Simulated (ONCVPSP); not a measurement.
**Pseudopotential generation for fluorine: ONCV, PBE, non-relativistic.**

The input file (ONCVPSP 4.0.1):

```
# ATOM AND REFERENCE CONFIGURATION
# atsym  z   nc   nv     iexc    psfile
  F 9.00    1    2        4      upf
#
#   n    l    f
    1    0    2.00
    2    0    2.00
    2    1    4.50
#
# PSEUDOPOTENTIAL AND OPTIMIZATION
# lmax
    2
#
#   l,   rc,      ep,       ncon, nbas, qcut
    0    0.80    0.00    5    8    9.80
    1    1.15    0.00    5    8   13.70
    2    0.95    0.37    4    8   10.40
#
# LOCAL POTENTIAL
# lloc, lpopt,  rc(5),   dvloc0
    4    5    0.60   -1.00
#
# VANDERBILT-KLEINMAN-BYLANDER PROJECTORs
# l, nproj, debl
    0    1    3.20
    1    3    1.50
    2    2    3.00
#
# MODEL CORE CHARGE
# icmod, fcfact, rcfact
    2    0.45    0.60
#
# LOG DERIVATIVE ANALYSIS
# epsh1, epsh2, depsh
   -3.00    5.00    0.02
#
# OUTPUT GRID
# rlmax, drl
    6.00    0.01
#
# TEST CONFIGURATIONS
# ncnf
    4
# nvcnf
#   n    l    f
    2
    2    0    2.00
    2    1    5.00
#
    2
    2    0    2.00
    2    1    4.00
#
    2
    2    0    2.00
    2    1    3.00
#
    2
    2    0    2.00
    2    1    2.00
#
```

Command:

```bash
oncvpspnr.x < F.dat > F.out
```

Resulting log (shortened: citation, most of the input echo, consistency checks and plot data are left out):

```
ONCVPSP  (Optimized Norm-Conservinng Vanderbilt PSeudopotential)
scalar-relativistic version 4.0.1

#   n    l    f        energy (Ha)
    1    0    2.00    -2.4706746E+01
    2    0    2.00    -1.4010316E+00
    2    1    4.50    -7.0715422E-01

Reference configufation results
  iterations    23
  all-electron total energy (Ha)   -9.93732243D+01

Begin loop to  construct optimized pseudo wave functions
and semi-local pseudopoentials for all angular momenta

Calculating optimized projector #   1

 for l=   0

    Fraction of norm inside rc  0.389316
    Optimizing pswf for qcut=   9.80 a_B^-1,  ecut=  48.00 Ha
    Residual kinetic energy error=  2.38D-03 Ha

    Energy error per electron        Cutoff
         Ha          eV             Ha
         0.01000     0.27211       37.49
         0.00100     0.02721       79.00
         0.00010     0.00272      214.06
         0.00001     0.00027      257.96

   Wellstate for l =  1  n =  3
     eigenvalue =   0.7928
     asymptotic potential =   1.2928
     half-point radius =  2.5761

   Wellstate for l =  1  n =  4
     eigenvalue =   2.2928
     asymptotic potential =   2.7928
     half-point radius =  2.9176

Calculating optimized projector #   1

 for l=   1

    Fraction of norm inside rc  0.659881
    Optimizing pswf for qcut=  13.69 a_B^-1,  ecut=  93.66 Ha
    Residual kinetic energy error=  3.07D-07 Ha

    Energy error per electron        Cutoff
         Ha          eV             Ha
         0.01000     0.27211       46.41
         0.00100     0.02721       61.03
         0.00010     0.00272       72.46
         0.00001     0.00027       81.99

Calculating optimized projector #   2

 for l=   1

    Fraction of norm inside rc  0.126523
    Optimizing pswf for qcut=  13.69 a_B^-1,  ecut=  93.66 Ha
    Residual kinetic energy error=  5.63D-07 Ha

    Energy error per electron        Cutoff
         Ha          eV             Ha
         0.01000     0.27211       41.96
         0.00100     0.02721       58.42
         0.00010     0.00272       71.99
         0.00001     0.00027       82.62

Calculating optimized projector #   3

 for l=   1

    Fraction of norm inside rc  0.071316
    Optimizing pswf for qcut=  13.69 a_B^-1,  ecut=  93.66 Ha
    Residual kinetic energy error=  1.35D-06 Ha

    Energy error per electron        Cutoff
         Ha          eV             Ha
         0.01000     0.27211       42.95
         0.00100     0.02721       60.30
         0.00010     0.00272       74.19
         0.00001     0.00027       85.65

   Wellstate for l =  2  n =  3
     eigenvalue =   0.3700
     asymptotic potential =   0.8700
     half-point radius =  4.8877

   Wellstate for l =  2  n =  4
     eigenvalue =   3.3700
     asymptotic potential =   3.8700
     half-point radius =  2.3289

Calculating optimized projector #   1

 for l=   2

    Fraction of norm inside rc  0.003334
    Optimizing pswf for qcut=  10.40 a_B^-1,  ecut=  54.11 Ha
    Residual kinetic energy error=  8.62D-07 Ha

    Energy error per electron        Cutoff
         Ha          eV             Ha
         0.01000     0.27211        3.23
         0.00100     0.02721       11.01
         0.00010     0.00272       24.77
         0.00001     0.00027       39.68

Calculating optimized projector #   2

 for l=   2

    Fraction of norm inside rc  0.080104
    Optimizing pswf for qcut=  10.40 a_B^-1,  ecut=  54.11 Ha
    Residual kinetic energy error=  6.70D-05 Ha

    Energy error per electron        Cutoff
         Ha          eV             Ha
         0.01000     0.27211       22.45
         0.00100     0.02721       37.80
         0.00010     0.00272       51.75
         0.00001     0.00027       85.62

Construct Vanderbilt / Kleinmman-Bylander projectors

B matrix Hermiticity error, ll=   1
   1   2   -1.1166E-10
   1   3   -1.5790E-09
   2   3   -4.0782E-10

  Orthonormal projector coefficients  1.7100E+01 -4.2171E+00 -1.3181E+00

B matrix Hermiticity error, ll=   2
   1   2   -7.3647E-10

  Orthonormal projector coefficients -7.3123E+00 -3.2001E+00

Model core correction analysis
  based on d2Exc/dn_idn_j

d2excae - all-electron derivatives

   -5.777030D-02   -5.056222D-02
   -5.056403D-02   -4.993382D-02

d2excps - pseudofunction derivatives with no core correction

   -5.612905D-02   -5.260356D-02
   -5.260432D-02   -5.227361D-02

rms 2nd derivative error    2.030900E-03

amplitude prefactor, scale prefactor
    7.4596    1.2783

d2excps - pseudofunction derivatives with core correction

   -5.672285D-02   -5.272490D-02
   -5.272615D-02   -5.200695D-02

rms 2nd derivative error    1.920091E-03

Pseudoatom total energy  -23.811221

Diagnostic tests using Vanderbilt-Kleinman-Bylander pseudopotentials
  1 or more projectors used as specified by nproj input data

   l    rcore       rmatch      e in        delta e   norm test  slope test

   0   0.8037126   0.8281151  -1.4010316   0.0000000   1.0000000   1.0000000

   1   1.1507464   1.1856856  -0.7071542   0.0000000   1.0000000   1.0000000
   1   1.1507464   1.1856856   0.7928458   0.0000000   1.0000000   1.0000000
   1   1.1507464   1.1856856   2.2928458   0.0000000   1.0000000   1.0000000

   2   0.9502639   0.9791160   0.3700000  -0.0000001   1.0000000   1.0000000
   2   0.9502639   0.9791160   3.3700000  -0.0000000   1.0000000   1.0000000

 Testing for bound ghosts
   n   l    E NL Schr. Eq   E Basis Diag.   E Cutoff

   1   0       -1.401032       -1.358809    289.15

   2   1       -0.707154       -0.699522    297.94

   3   2       -0.014287        1.198428    377.48

 Testing for highly-localized positive-energy ghosts
       l    <radius>/rc     E Basis Diag.   E Cutoff

Test configuration 0

   n   l     f        eae           eps        diff
   1   0  2.0000  -24.70674614
   2   0  2.0000   -1.40103159   -1.40103159    0.00D+00
   2   1  4.5000   -0.70715422   -0.70715422    0.00D+00

    Total energies and differences
      AE_ref= -9.93732243D+01  AE_tst= -9.93732243D+01  dif=  0.00D+00
      PS_ref= -2.38112205D+01  PS_tst= -2.38112205D+01  dif=  1.42D-14
      PSP excitation error= -1.42D-14

Test configuration 1

   n   l     f        eae           eps        diff
   1   0  2.0000  -24.35165698
   2   0  2.0000   -1.09585264   -1.09571631    1.36D-04
   2   1  5.0000   -0.40870435   -0.40883497   -1.31D-04

    Total energies and differences
      AE_ref= -9.93732243D+01  AE_tst= -9.96506351D+01  dif= -2.77D-01
      PS_ref= -2.38112205D+01  PS_tst= -2.40886738D+01  dif= -2.77D-01
      PSP excitation error=  4.25D-05

Test configuration 2

   n   l     f        eae           eps        diff
   1   0  2.0000  -25.11422266
   2   0  2.0000   -1.73826394   -1.73829146   -2.75D-05
   2   1  4.0000   -1.04068145   -1.04022795    4.54D-04

    Total energies and differences
      AE_ref= -9.93732243D+01  AE_tst= -9.89376474D+01  dif=  4.36D-01
      PS_ref= -2.38112205D+01  PS_tst= -2.33757396D+01  dif=  4.35D-01
      PSP excitation error=  9.60D-05

Test configuration 3

   n   l     f        eae           eps        diff
   1   0  2.0000  -26.07448263
   2   0  2.0000   -2.49500013   -2.49426725    7.33D-04
   2   1  3.0000   -1.80105069   -1.79783789    3.21D-03

    Total energies and differences
      AE_ref= -9.93732243D+01  AE_tst= -9.75266737D+01  dif=  1.85D+00
      PS_ref= -2.38112205D+01  PS_tst= -2.19663342D+01  dif=  1.84D+00
      PSP excitation error=  1.66D-03

Test configuration 4

   n   l     f        eae           eps        diff
   1   0  2.0000  -27.21719065
   2   0  2.0000   -3.34754367   -3.34379486    3.75D-03
   2   1  2.0000   -2.67385842   -2.66329818    1.06D-02

    Total energies and differences
      AE_ref= -9.93732243D+01  AE_tst= -9.52981123D+01  dif=  4.08D+00
      PS_ref= -2.38112205D+01  PS_tst= -1.97441447D+01  dif=  4.07D+00
      PSP excitation error=  8.04D-03
```

oncvpspnr.x prints “scalar-relativistic version” in its banner although the run is non-relativistic.

The run took about 2.6 s on one core of a shared server CPU.
